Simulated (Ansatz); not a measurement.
One change: `N=C(N)BO` becomes `CCC(=N)N`.

Ansatz, PBE0-D4/def2-TZVP geometries, multiplicity 1. Each molecule was computed in one conformer, which needn't be the lowest.

```json
{"property": "HOMO–LUMO gap (PBE/def2-TZVPP) / eV", "`N=C(N)BO`": "3.68"}
{"property": "LUMO energy (PBE0/def2-TZVPP) / eV", "`N=C(N)BO`": "-0.98"}
{"property": "size of the dipole moment (PBE/def2-TZVPP) / D", "`N=C(N)BO`": "3.21"}
{"property": "HOMO–LUMO gap (ωB97M-V/def2-TZVPP) / eV", "`N=C(N)BO`": "10.25"}
{"property": "HOMO energy (ωB97M-V/def2-TZVPP) / eV", "`N=C(N)BO`": "-9.14"}
{"property": "size of the dipole moment (B3LYP/def2-TZVPP) / D", "`N=C(N)BO`": "3.17"}
```

Question: What does the change do to each property? (Best estimate.)

Answer: The calculation gave: 
```csv
property,`CCC(=N)N`,shift
HOMO–LUMO gap (PBE/def2-TZVPP) / eV,5.26,1.58
LUMO energy (PBE0/def2-TZVPP) / eV,0.61,1.59
size of the dipole moment (PBE/def2-TZVPP) / D,2.78,-0.43
HOMO–LUMO gap (ωB97M-V/def2-TZVPP) / eV,11.27,1.02
HOMO energy (ωB97M-V/def2-TZVPP) / eV,-9.14,0.00
size of the dipole moment (B3LYP/def2-TZVPP) / D,2.88,-0.29
```

Dipoles are sizes alone; their direction can turn.

B3LYP here is the variant with VWN-RPA as its local correlation; programs differ in this.
